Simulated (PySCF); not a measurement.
**Fractional electron number in Zn²⁺ (zinc, charge +2)**

The 3d beta orbital of [Ar] 3d10 is emptied in steps (occupation f), with all orbitals relaxed, ending at [Ar] 3d9. Computed with PySCF 2.14 in def2-TZVP (6s5p4d1f, 48 functions), with the non-relativistic Hamiltonian (point nucleus). The exact energy is a straight line in f; departures are measured from the line between the end points of the same method.

Task: Among UHF, LDA, PBE, PBE0, r2SCAN, LC-wPBE, BHandHLYP, wB97X, BLYP, MN15, which shows the largest delocalisation error (convex curve), and which is closest to linear?

Result: Most convex: LDA (-2.459 eV at f = 0.5); closest to linear: BHandHLYP (-0.684 eV).

```json
{"f": "1", "UHF (eV)": "0.000", "LDA (eV)": "0.000", "PBE (eV)": "0.000", "PBE0 (eV)": "0.000", "r2SCAN (eV)": "0.000", "LC-wPBE (eV)": "0.000", "BHandHLYP (eV)": "0.000", "wB97X (eV)": "0.000", "BLYP (eV)": "0.000", "MN15 (eV)": "0.000"}
{"f": "0.75", "UHF (eV)": "0.787", "LDA (eV)": "-1.824", "PBE (eV)": "-1.773", "PBE0 (eV)": "-1.139", "r2SCAN (eV)": "-1.626", "LC-wPBE (eV)": "-0.732", "BHandHLYP (eV)": "-0.499", "wB97X (eV)": "-0.686", "BLYP (eV)": "-1.761", "MN15 (eV)": "-1.032"}
{"f": "0.5", "UHF (eV)": "1.005", "LDA (eV)": "-2.459", "PBE (eV)": "-2.386", "PBE0 (eV)": "-1.534", "r2SCAN (eV)": "-2.172", "LC-wPBE (eV)": "-0.992", "BHandHLYP (eV)": "-0.684", "wB97X (eV)": "-0.933", "BLYP (eV)": "-2.371", "MN15 (eV)": "-1.391"}
{"f": "0.25", "UHF (eV)": "0.722", "LDA (eV)": "-1.864", "PBE (eV)": "-1.805", "PBE0 (eV)": "-1.161", "r2SCAN (eV)": "-1.629", "LC-wPBE (eV)": "-0.755", "BHandHLYP (eV)": "-0.525", "wB97X (eV)": "-0.712", "BLYP (eV)": "-1.795", "MN15 (eV)": "-1.054"}
{"f": "0", "UHF (eV)": "0.000", "LDA (eV)": "0.000", "PBE (eV)": "0.000", "PBE0 (eV)": "0.000", "r2SCAN (eV)": "0.000", "LC-wPBE (eV)": "0.000", "BHandHLYP (eV)": "0.000", "wB97X (eV)": "0.000", "BLYP (eV)": "0.000", "MN15 (eV)": "0.000"}
```

```csv
method,E(f=0) − E(f=1) (eV),−ε at f=1 (eV),−ε at f=0.5 (eV)
UHF,37.379,41.768,37.207
LDA,41.078,31.465,40.972
PBE,40.438,31.081,40.352
PBE0,39.974,33.964,39.916
r2SCAN,39.937,31.297,39.931
LC-wPBE,40.277,36.435,40.216
BHandHLYP,39.505,36.920,39.436
wB97X,39.856,36.277,39.785
BLYP,40.401,31.106,40.311
MN15,40.464,35.029,40.405
```

Reference removal energy between the ground levels: 39.723 eV (measured; NIST Atomic Spectra Database, ionization energies). The calculation has no spin-orbit coupling. UHF lacks correlation.
